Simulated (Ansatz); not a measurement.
`Cl[SiH2][GeH2][Cl]` + H₂ → `Cl[SiH2][GeH3]` + HCl  (hydrogenolysis of a Ge–Cl bond)

Computed with Ansatz on PBE0-D4/def2-TZVP structures; ΔE is electronic, products minus reactants. CCSD(T)/CBS is the MP2 limit (def2-TZVPP, def2-QZVPP) plus CCSD(T) − MP2 in def2-TZVPP, frozen cores. This one scheme is used for every species. DFT in def2-TZVPP. For Ge outer-core shells are correlated without core-valence functions, which leaves a few kJ/mol of doubt a bond. Scalar relativity is left out up to krypton. Each species was taken in one conformer, which may not be the lowest.

```tsv
level	ΔE (kJ/mol)	difference from CCSD(T)/CBS
PBE-D4	51.2	2.2
PBE0-D4	49.5	0.5
ωB97X-V	49.9	0.9
ωB97M-V	50.6	1.6
B2PLYP	49.2	0.2
PBE	46.9	-2.1
r2SCAN	52.2	3.2
MP2/def2-TZVPP	54.5	5.5
HF/def2-QZVPP	45.5	-3.5
HF/CBS(def2)	45.5	-3.5
CCSD(T)/CBS	49.0	0
```

Largest T1 diagnostic among the species: 0.011.

The D4 term adds +7.1 kJ/mol with B3LYP and +3.9 kJ/mol with PBE0; it sums over pairs of atoms, weighted by their polarisabilities, and B3LYP, whose exchange is more repulsive, gets the larger term.

CCSD(T)/CBS has its own doubt, a few kJ/mol and more with outer-core shells, so smaller differences from it don't rank the levels.

B3LYP here is the variant with VWN-RPA as its local correlation; programs differ in this.
